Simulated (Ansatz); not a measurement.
Basis-set series for FH₅N₃V, SMILES `[NH]=[V]([NH2])([NH2])[F]`. Charge 0, multiplicity 1. The geometry is a stationary point of PBE0-D4/def2-TZVP. It is one conformer, not always the lowest.

```xyz
10

N     0.9647    1.2444   -0.6243
V     0.3668    0.0632    0.2897
N     0.3092   -1.4091   -0.7909
N    -1.2956    0.6302    0.7939
F     1.3079   -0.3107    1.7240
H     1.5874    1.9794   -0.9345
H    -0.1146   -2.2768   -0.4905
H     0.5514   -1.4349   -1.7678
H    -1.9338    0.0321    1.3016
H    -1.7434    1.4823    0.4989
```

```
functional       basis  functions  energy (Eh)  HOMO (eV)  LUMO (eV)
   PBE0-D4    def2-SVP        112  -1210.39060      -6.98      -1.32
   PBE0-D4  def2-QZVPP        471  -1210.88221      -7.34      -1.64
   ωB97M-V    def2-SVP        112  -1210.70740      -9.25       0.95
   ωB97M-V  def2-QZVPP        471  -1211.20629      -9.62       0.51
```

**Question.** Give the rows for def2-TZVPP. (An estimate is asked.)

**Answer.** Ansatz gave: 
```tsv
functional	basis	functions	energy (Eh)	HOMO (eV)	LUMO (eV)
PBE0-D4	def2-TZVPP	258	-1210.84848	-7.30	-1.59
ωB97M-V	def2-TZVPP	258	-1211.17457	-9.58	0.62
```

Positive LUMOs are unbound and depend on the basis. Scalar relativity is left out up to krypton.
